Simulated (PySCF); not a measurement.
Start geometry of `P[SiH](c1ccccc1)P` from GFN2-xTB (Å):
```
atom  x, y, z in Å
P1    -2.2126   -2.0604    1.1167
Si2   -1.6278    0.0969    0.8188
P3    -2.9646    1.1920   -0.6440
C4     0.1941    0.1103    0.2970
C5     0.8763   -1.0764    0.0528
C6     2.1986   -1.0662   -0.3520
C7     2.8602    0.1392   -0.5171
C8     2.1949    1.3300   -0.2750
C9     0.8717    1.3129    0.1258
H10   -3.5316   -1.7672    1.4004
H11   -2.5001   -2.3019   -0.2163
H12   -1.7902    0.7884    2.1089
H13   -2.0510    2.1978   -0.9018
H14   -2.5569    0.4632   -1.7507
H15    0.3590   -2.0191    0.1895
H16    2.7140   -1.9972   -0.5386
H17    3.8926    0.1514   -0.8343
H18    2.7095    2.2717   -0.3996
H19    0.3541    2.2438    0.3119
```

Problem. What comes out of this run: PBE0-D3(BJ)/def2-SVP geometry optimisation, gas phase (PySCF)?

Solution. 
```
atom  x, y, z in Å
P1    -2.333   -2.289    1.108
Si2   -1.608   -0.148    0.903
P3    -3.000    1.020   -0.457
C4     0.178   -0.169    0.313
C5     0.881   -1.371    0.147
C6     2.203   -1.373   -0.298
C7     2.845   -0.169   -0.581
C8     2.162    1.037   -0.418
C9     0.842    1.033    0.023
H10   -3.668   -1.886    1.416
H11   -2.599   -2.430   -0.290
H12   -1.712    0.489    2.253
H13   -2.187    2.197   -0.474
H14   -2.407    0.488   -1.644
H15    0.397   -2.326    0.375
H16    2.733   -2.320   -0.422
H17    3.881   -0.169   -0.929
H18    2.662    1.984   -0.637
H19    0.319    1.988    0.137
```

The energy falls by 15.0 kJ/mol over 11 energy and gradient evaluations, the largest force component goes from 0.0212 to 4.4e-04 Eh/bohr, and the atoms move by 0.173 Å rms after alignment. Among the bonds, P1–H10 and P3–H13 change most and about equally (+0.048 Å). Bonds longer at the end by more than 0.005 Å: 18 of 19; shorter: 1. Among the angles that change most is P1–Si2–P3, from 113.3° to 110.1°. Among the dihedrals that turn most is P1–Si2–P3–H13, from -160° to -174°. Rotational constants go from 1459, 635.8, 478.2 to 1474, 627.5, 469.0 MHz. The orientation of the end geometry is arbitrary; only internal coordinates are fixed.

The run used 188 basis functions and 73 SCF cycles in all. The run took about 8 min of CPU time (one thread, shared machine).

No frequency check. The numbers are those of one conformer.
